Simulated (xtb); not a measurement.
Job for xtb: GFN2-xTB on CuCl, 2S+1 = 1, a spin state set in the input, which need not be the lowest, a point of a bond scan (R = 2.273 Å).

```
$ xtb mol.xyz --gfn 2 --sp --chrg 0 --uhf 0
2

Cu     0.00000000     0.00000000     0.00000000
Cl     0.00000000     0.00000000     2.27290500
```

Output:

```
[...]
           -------------------------------------------------
          |                Calculation Setup                |
           -------------------------------------------------



           -------------------------------------------------
          |                 G F N 2 - x T B                 |
           -------------------------------------------------

        Reference                      10.1021/acs.jctc.8b01176
      * Hamiltonian:
        H0-scaling (s, p, d)           1.850000    2.230000    2.230000
        zeta-weighting                 0.500000
      * Dispersion:
        s8                             2.700000
        a1                             0.520000
        a2                             5.000000
        s9                             5.000000
      * Repulsion:
        kExp                           1.500000    1.000000
        rExp                           1.000000
      * Coulomb:
        alpha                          2.000000
        third order                    shell-resolved
        anisotropic                    true
        a3                             3.000000
        a5                             4.000000
        cn-shift                       1.200000
        cn-exp                         4.000000
        max-rad                        5.000000


          ...................................................
          :                      SETUP                      :
          :.................................................:
          :  # basis functions                  20          :
          :  # atomic orbitals                  18          :
          :  # shells                            6          :
          :  # electrons                        18          :
          :  max. iterations                   250          :
          :  Hamiltonian                  GFN2-xTB          :
          :  restarted?                      false          :
          :  GBSA solvation                  false          :
          :  PC potential                    false          :
          :  electronic temp.          300.0000000     K    :
          :  accuracy                    1.0000000          :
          :  -> integral cutoff          0.2500000E+02      :
          :  -> integral neglect         0.1000000E-07      :
          :  -> SCF convergence          0.1000000E-05 Eh   :
          :  -> wf. convergence          0.1000000E-03 e    :
          :  Broyden damping             0.4000000          :
          :  net charge                          0          :
          :  unpaired electrons                  0          :
          ...................................................

 iter      E             dE          RMSdq      gap      omega  full diag
   1     -8.4322519 -0.843225E+01  0.669E+00    4.68       0.0  T
   2     -8.4347433 -0.249140E-02  0.407E+00    4.69       1.0  T
   3     -8.4357064 -0.963081E-03  0.126E+00    4.24       1.0  T
   4     -8.4358886 -0.182278E-03  0.554E-01    4.47       1.0  T
   5     -8.4359339 -0.452650E-04  0.370E-01    4.47       1.0  T
   6     -8.4360081 -0.741913E-04  0.107E-01    4.46       1.0  T
   7     -8.4360162 -0.806861E-05  0.330E-02    4.47       2.1  T
   8     -8.4360163 -0.192279E-06  0.137E-02    4.47       5.1  T
   9     -8.4360164 -0.133323E-07  0.469E-03    4.47      15.1  T
  10     -8.4360164 -0.101881E-08  0.300E-03    4.47      23.5  T
  11     -8.4360164 -0.784075E-09  0.310E-05    4.47    2282.4  T
  12     -8.4360164 -0.195399E-13  0.828E-06    4.47    8538.9  T

   *** convergence criteria satisfied after 12 iterations ***

         #    Occupation            Energy/Eh            Energy/eV
      -------------------------------------------------------------
         1        2.0000           -1.0005195             -27.2255
       ...           ...                  ...                  ...
         3        2.0000           -0.4199523             -11.4275
         4        2.0000           -0.4199523             -11.4275
         5        2.0000           -0.4158619             -11.3162
         6        2.0000           -0.4158619             -11.3162
         7        2.0000           -0.4080974             -11.1049
         8        2.0000           -0.3814499             -10.3798
         9        2.0000           -0.3814499             -10.3798 (HOMO)
        10                         -0.2171774              -5.9097 (LUMO)
        11                         -0.0825878              -2.2473
        12                         -0.0825878              -2.2473
        13                          0.0630414               1.7154
        14                          0.0910582               2.4778
       ...                                ...                  ...
        18                          0.1808655               4.9216
      -------------------------------------------------------------
                  HL-Gap            0.1642725 Eh            4.4701 eV
             Fermi-level           -0.2993137 Eh           -8.1447 eV

 SCC (total)                   0 d,  0 h,  0 min,  0.005 sec
 SCC setup                      ...        0 min,  0.000 sec (  3.303%)
 Dispersion                     ...        0 min,  0.000 sec (  2.347%)
 classical contributions        ...        0 min,  0.000 sec (  0.636%)
 integral evaluation            ...        0 min,  0.001 sec ( 15.888%)
 iterations                     ...        0 min,  0.003 sec ( 55.568%)
 molecular gradient             ...        0 min,  0.001 sec ( 17.355%)
 printout                       ...        0 min,  0.000 sec (  4.515%)

         :::::::::::::::::::::::::::::::::::::::::::::::::::::
         ::                     SUMMARY                     ::
         :::::::::::::::::::::::::::::::::::::::::::::::::::::
         :: total energy              -8.435453217184 Eh    ::
         :: gradient norm              0.033652872678 Eh/a0 ::
         :: HOMO-LUMO gap              4.470083551903 eV    ::
         ::.................................................::
         :: SCC energy                -8.436016362682 Eh    ::
         :: -> isotropic ES            0.026543751106 Eh    ::
         :: -> anisotropic ES          0.004246245895 Eh    ::
         :: -> anisotropic XC         -0.004042293021 Eh    ::
         :: -> dispersion             -0.000691056461 Eh    ::
         :: repulsion energy           0.000563145498 Eh    ::
         :: add. restraining           0.000000000000 Eh    ::
         :: total charge              -0.000000000000 e     ::
         :::::::::::::::::::::::::::::::::::::::::::::::::::::

           -------------------------------------------------
          |                Property Printout                |
           -------------------------------------------------

    * Orbital Energies and Occupations

         #    Occupation            Energy/Eh            Energy/eV
      -------------------------------------------------------------
         1        2.0000           -1.0005195             -27.2255
         2        2.0000           -0.4339290             -11.8078
         3        2.0000           -0.4199523             -11.4275
         4        2.0000           -0.4199523             -11.4275
         5        2.0000           -0.4158619             -11.3162
         6        2.0000           -0.4158619             -11.3162
         7        2.0000           -0.4080974             -11.1049
         8        2.0000           -0.3814499             -10.3798
         9        2.0000           -0.3814499             -10.3798 (HOMO)
        10                         -0.2171774              -5.9097 (LUMO)
        11                         -0.0825878              -2.2473
        12                         -0.0825878              -2.2473
Note: The following floating-point exceptions are signalling: IEEE_UNDERFLOW_FLAG IEEE_DENORMAL
normal termination of xtb
        13                          0.0630414               1.7154
        14                          0.0910582               2.4778
        15                          0.0910582               2.4778
        16                          0.0916978               2.4952
        17                          0.0916978               2.4952
        18                          0.1808655               4.9216
      -------------------------------------------------------------
                  HL-Gap            0.1642725 Eh            4.4701 eV
             Fermi-level           -0.2993137 Eh           -8.1447 eV

     #   Z          covCN         q      C6AA      α(0)
     1  29 Cu       0.760     0.488   146.636    27.913
     2  17 Cl       0.760    -0.488   115.114    16.412

 Mol. C6AA /au·bohr⁶  :        507.461741
 Mol. C8AA /au·bohr⁸  :      31183.148070
 Mol. α(0) /au        :         44.325206


Wiberg/Mayer (AO) data.
largest (>0.10) Wiberg bond orders for each atom

 ---------------------------------------------------------------------------
     #   Z sym  total        # sym  WBO       # sym  WBO       # sym  WBO
 ---------------------------------------------------------------------------
     1  29 Cu   0.800 --     2 Cl   0.800
     2  17 Cl   0.800 --     1 Cu   0.800
 ---------------------------------------------------------------------------

Topologies differ in total number of bonds
Writing topology from bond orders to xtbtopo.mol

molecular dipole:
                 x           y           z       tot (Debye)
 q only:        0.000       0.000      -2.097
   full:        0.000       0.000      -2.870       7.295
molecular quadrupole (traceless):
                xx          xy          yy          xz          yz          zz
 q only:        4.504       0.000       4.504       0.000       0.000      -9.008
  q+dip:        5.286       0.000       5.286      -0.000       0.000     -10.573
   full:        5.401      -0.000       5.401      -0.000       0.000     -10.801


           -------------------------------------------------
          | TOTAL ENERGY               -8.435453217184 Eh   |
          | GRADIENT NORM               0.033652872678 Eh/α |
          | HOMO-LUMO GAP               4.470083551903 eV   |
           -------------------------------------------------

------------------------------------------------------------------------
------------------------------------------------------------------------
 total:
 SCF:
```

The run finished.

Cost: about 0.06 core-seconds (a rough figure).
